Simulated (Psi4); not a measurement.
Calculation: SAPT0/jun-cc-pVDZ, frozen core (Psi4 1.11).

Psi4 input:

```
molecule {
0 1
C -0.81355172 -0.54923206 -0.17656316
C 0.59011519 -0.77825810 -0.19878416
C 1.30840733 0.33459132 0.13160375
S 0.28044895 1.66876972 0.47188080
C -1.12874385 0.73289684 0.17029296
H -1.55280284 -1.30234951 -0.40760088
H 1.04360192 -1.72634153 -0.44881059
H 2.37849386 0.44336753 0.19331168
H -2.10596885 1.17655579 0.26466961
--
0 1
C 0.43327441 -0.17532237 3.76098736
S -0.57262587 -1.66178511 3.44128798
H -0.11325138 0.73251506 3.51474369
H 1.37430316 -0.20987926 3.21622289
H 0.64581499 -0.17803578 4.82864756
H -0.72199773 -1.47912730 2.11935010
units angstrom
symmetry c1
no_reorient
no_com
}
set basis jun-cc-pvdz
set scf_type df
set freeze_core true
energy('sapt0')
```

Part of the output:

```
    SAPT Results
  --------------------------------------------------------------------------------------------------------
    Electrostatics                 -5.45067372 [mEh]      -3.42034940 [kcal/mol]     -14.31074188 [kJ/mol]
      Elst10,r                     -5.45067372 [mEh]      -3.42034940 [kcal/mol]     -14.31074188 [kJ/mol]

    Exchange                       10.90750423 [mEh]       6.84456224 [kcal/mol]      28.63764842 [kJ/mol]
      Exch10                       10.90750423 [mEh]       6.84456224 [kcal/mol]      28.63764842 [kJ/mol]
      Exch10(S^2)                  10.85677774 [mEh]       6.81273089 [kcal/mol]      28.50446602 [kJ/mol]

    Induction                      -1.82919531 [mEh]      -1.14783739 [kcal/mol]      -4.80255162 [kJ/mol]
      Ind20,r                      -3.36492826 [mEh]      -2.11152436 [kcal/mol]      -8.83461792 [kJ/mol]
      Exch-Ind20,r                  2.75795601 [mEh]       1.73064353 [kcal/mol]       7.24101251 [kJ/mol]
      delta HF,r (2)               -1.22222306 [mEh]      -0.76695655 [kcal/mol]      -3.20894621 [kJ/mol]

    Dispersion                     -7.33456329 [mEh]      -4.60250795 [kcal/mol]     -19.25689325 [kJ/mol]
      Disp20                       -8.31977096 [mEh]      -5.22073510 [kcal/mol]     -21.84355565 [kJ/mol]
      Exch-Disp20                   0.98520768 [mEh]       0.61822715 [kcal/mol]       2.58666240 [kJ/mol]
      Disp20 (SS)                  -4.15988548 [mEh]      -2.61036755 [kcal/mol]     -10.92177783 [kJ/mol]
      Disp20 (OS)                  -4.15988548 [mEh]      -2.61036755 [kcal/mol]     -10.92177783 [kJ/mol]
      Exch-Disp20 (SS)              0.55880741 [mEh]       0.35065694 [kcal/mol]       1.46714865 [kJ/mol]
      Exch-Disp20 (OS)              0.42640027 [mEh]       0.26757021 [kcal/mol]       1.11951375 [kJ/mol]

  Total HF                          3.62763520 [mEh]       2.27637546 [kcal/mol]       9.52435492 [kJ/mol]
  Total SAPT0                      -3.70692808 [mEh]      -2.32613249 [kcal/mol]      -9.73253834 [kJ/mol]
```
